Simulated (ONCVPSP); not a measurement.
**Before and after: ONCV potential for chromium**

ONCVPSP 4.0.1 input, shortened (lines: element, Z, core and valence counts, functional; n l f; lmax; l rc ep ncon nbas qcut; lloc lpopt rc5 dvloc0; l nproj debl; icmod fcfact rcfact), PBE, scalar-relativistic:

```
  Cr 24.00    3    4        4      upf
    1    0    2.00
    2    0    2.00
    2    1    6.00
    3    0    2.00
    3    1    6.00
    3    2    5.00
    4    1    1.00
    2
    0    1.15    0.00    4    8   12.70
    1    1.85    0.00    4    8    9.50
    2    2.20    0.00    4    8    5.90
    4    5    1.05    0.00
    0    1    3.80
    1    2    1.20
    2    1    3.10
    3    5.00    1.75
```

All-electron outer shells of the reference configuration (PBE, scalar-relativistic, ld1.x):

| shell | level (eV) | outermost node (bohr) | outermost maximum (bohr) |
| --- | --- | --- | --- |
| 2p | -561.98 | – | 0.20 |
| 3s | -75.39 | 0.36 | 0.78 |
| 3p | -46.86 | 0.33 | 0.80 |
| 3d | -4.27 | – | 0.84 |
| 4p | -1.73 | 1.24 | 3.80 |

Change: reference 3s2 3p6 3d5 4s1; waves 3s+4s: rc 1.15 bohr, ncon 4, nbas 8, qcut 12.7 1/bohr, 2 projectors; 3p: rc 1.85 bohr, ncon 4, nbas 8, qcut 9.5 1/bohr, 2 projectors, debl 1.2 Ha. In the p channel the program set the typed energies aside and used -1.670, 0.250 Ha.

Cutoffs: the cutoffs (Ha) at which the residual kinetic energy of the hardest occupied pseudo-wave falls to 1 and 0.1 mHa per electron; they do not see the model core or the augmentation charge, which bear on the density cutoff. Errors are all-electron minus pseudo energies relative to the spin-unpolarised reference configuration.

Question: What does the change do?

Answer: The potential gets neither clearly harder nor softer (48 Ha and 57 Ha → 48 Ha and 57 Ha); the number of tests with a reliable result goes from 4 to 2; the range in which the s phases agree widens (upper end 3.1 → at the end of the scan); the range in which the p phases agree narrows (upper end 4.7 → 2.4); neither file shows a bound ghost.

```tsv
quantity	base	changed
cutoff, loose	48 Ha	48 Ha
cutoff, tight	57 Ha	57 Ha
loose cutoff by channel	s 48 Ha, p 25 Ha, d 17 Ha	s 48 Ha, p 25 Ha, d 17 Ha
bound ghosts	none	none
GHOST(+) flags under 300 eV	none	p at 71.6 eV
tests with a reliable result	4 of 4	2 of 4
s: phases at 1.17 bohr within 0.05 rad from the reference energy up to (Ha; the scan ends near 5)	3.1	to the end of the scan
p: phases at 1.88 bohr within 0.05 rad from the reference energy up to (Ha; the scan ends near 5)	4.7	2.4
d: phases at 2.23 bohr within 0.05 rad from the reference energy up to (Ha; the scan ends near 5)	0.4	0.4
rms error of d²Exc/dni dnj with the model core, mHa	3.18	3.15
```
